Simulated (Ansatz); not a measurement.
Input file for Ansatz (a first-principles code): R-PBE0/def2-TZVPP on GaH5N2O (SMILES [NH2][Ga]([NH2])[OH]), a point of a torsion scan.

Ansatz 0.2 input:
```yaml
crystal:
  periodic: [false, false, false]
  atoms:
    - {symbol: N, position_ang: [1.04223841, -1.29257905, -0.13898938]}
    - {symbol: Ga, position_ang: [0.67923198, 0.49772458, -0.33946376]}
    - {symbol: N, position_ang: [-0.52539291, 1.44221182, 0.66845874]}
    - {symbol: O, position_ang: [1.29738915, 1.37437297, -1.70868868]}
    - {symbol: H, position_ang: [1.91181018, -1.65913607, -0.50847472]}
    - {symbol: H, position_ang: [0.84514941, -1.74075245, 0.74552549]}
    - {symbol: H, position_ang: [-0.58028298, 1.26890598, 1.66557457]}
    - {symbol: H, position_ang: [-0.49417066, 2.44403189, 0.50937845]}
    - {symbol: H, position_ang: [1.76885145, 0.99302247, -2.44588499]}
basis:
  gaussian:
    orbitals: def2-TZVPP
hamiltonian:
  xc: {name: PBE0}
scf: {lower_state_search: off}
```

Task: Give the final energy of this run.

Result: -2112.2872 hartree.
